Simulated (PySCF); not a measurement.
SnF3, SMILES [F][Sn+]([F])[F], charge +1.

Geometry: B3LYP-D3(BJ)/def2-SVP. The spin state was assumed, not searched. The isomer is the one that the SMILES or the coordinates give; other isomers of the formula were not compared. The def2 effective core potentials stand for the cores of Sn; spin–orbit coupling is left out.

Level of theory: B3LYP-D3(BJ)/def2-SVP run with PySCF.

Frequencies are harmonic and unscaled.

Modes within 1.5 cm⁻¹ of each other (mostly degenerate sets) share a row, with their intensities summed.

Task: Give all harmonic wavenumbers and intensities. (An estimate is asked for; the answer gives what the named calculation found.)

Result: 
```
mode  ν (cm⁻¹)  IR (km/mol)  moving atoms (share of kinetic energy)
----  --------  -----------  --------------------------------------
1–2        132         52.4                         F 87 %, Sn 13 %
3          151         38.7                         F 68 %, Sn 32 %
4          653          0.0                                 F 100 %
5–6        729         65.3                         F 81 %, Sn 19 %
```
